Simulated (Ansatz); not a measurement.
Species: sum formula ZrH4S, charge 0, multiplicity 1. SMILES: [ZrH3][SH]
Geometry: optimised at B3LYP-D3(BJ)/def2-TZVP (Ansatz, a first-principles code).

Property: atomisation energy (electronic, to ground-state atoms), in kcal/mol. Correlated levels leave the core frozen unless marked. Open shells are spin-unrestricted. Spin-orbit coupling is left out. Frozen are the shells of the preceding noble gas and the d and f shells that filled before the atom's block. In def2 rows, elements after Kr have scalar-relativistic effective core potentials. STO-3G rows are all-electron and non-relativistic. The coupled-cluster limit lacks core correlation, which all-electron functionals hold. Basis-set limits of correlation are two-point, X^-3; Hartree-Fock from the larger set. The bracket is a focal-point correction in the basis named.

| level | program | atomisation energy (kcal/mol) |
|---|---|---|
| PBE-D3(BJ)/def2-TZVPD | Ansatz + dftd3 | 398.1 |

Question: Predict the RI-MP2/CBS(def2-TZVPPD,def2-QZVPPD)+[CCSD(T)-MP2]/def2-TZVPPD result (Ansatz).

Answer: 393.9 kcal/mol, so PBE-D3(BJ)/def2-TZVPD differs from it by 4.2 kcal/mol.
